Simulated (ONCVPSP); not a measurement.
# What one change does to a pseudopotential (rhenium (Re), ONCV)

rhenium, optimised norm-conserving Vanderbilt (ONCV), made with ONCVPSP 4.0.1 (PBE, scalar-relativistic). Core [Kr] 4d10 4f14, reference 5s2 5p6 5d5 6s2. Waves: 5s+6s: rc 1.95 bohr, ncon 3, nbas 8, qcut 6.2 1/bohr, 2 projectors; 5p: rc 1.95 bohr, ncon 3, nbas 6, qcut 7.1 1/bohr, 2 projectors, debl 3.1 Ha; 5d: rc 1.50 bohr, ncon 4, nbas 7, qcut 6.9 1/bohr, 2 projectors, debl 1 Ha. Local part: polynomial inside 1.15 bohr (lpopt 5, dvloc0 0 Ha). Core correction: none.

All-electron outer shells of the reference configuration (PBE, scalar-relativistic, ld1.x):

```csv
shell,level (eV),outermost node (bohr),outermost maximum (bohr)
5s,-85.25,0.52,0.93
5p,-47.01,0.56,1.06
4f,-42.31,–,0.41
6s,-5.94,1.24,2.57
5d,-5.37,0.62,1.41
```

Change: d: qcut 4.5.

Cutoffs: the cutoffs (Ha) at which the residual kinetic energy of the hardest occupied pseudo-wave falls to 1 and 0.1 mHa per electron; they do not see the model core or the augmentation charge, which bear on the density cutoff. Errors are all-electron minus pseudo energies relative to the spin-unpolarised reference configuration.

Problem. How do hardness, ghosts and transferability respond?

Solution. The potential gets harder (15 Ha and 18 Ha → 26 Ha and 62 Ha); the errors of the 4 common tests hardly move; neither file shows a bound ghost.

| quantity | base | changed |
| --- | --- | --- |
| cutoff, loose | 15 Ha | 26 Ha |
| cutoff, tight | 18 Ha | 62 Ha |
| loose cutoff by channel | s 11 Ha, p 12 Ha, d 15 Ha | s 11 Ha, p 12 Ha, d 26 Ha |
| bound ghosts | none | none |
| GHOST(+) flags under 300 eV | s at 63.6 eV | s at 63.6 eV |
| error for 5s2 5p6 5d5 6s1, meV [ΔE 9.25 eV] | -3.8 | -3.8 |
| error for 5s2 5p6 5d5 6s0, meV [ΔE 25.57 eV] | -10 | -11 |
| error for 5s2 5p6 5d4 6s0, meV [ΔE 52.70 eV] | -7.8 | -7.9 |
| error for 5s2 5p5 5d5 6s2, meV [ΔE 52.92 eV] | -155 | -159 |
| s: phases at 1.97 bohr within 0.05 rad from the reference energy up to (Ha; the scan ends near 5) | 2.0 | 2.0 |
| p: phases at 1.97 bohr within 0.05 rad from the reference energy up to (Ha; the scan ends near 5) | to the end of the scan | to the end of the scan |
| d: phases at 1.53 bohr within 0.05 rad from the reference energy up to (Ha; the scan ends near 5) | to the end of the scan | to the end of the scan |
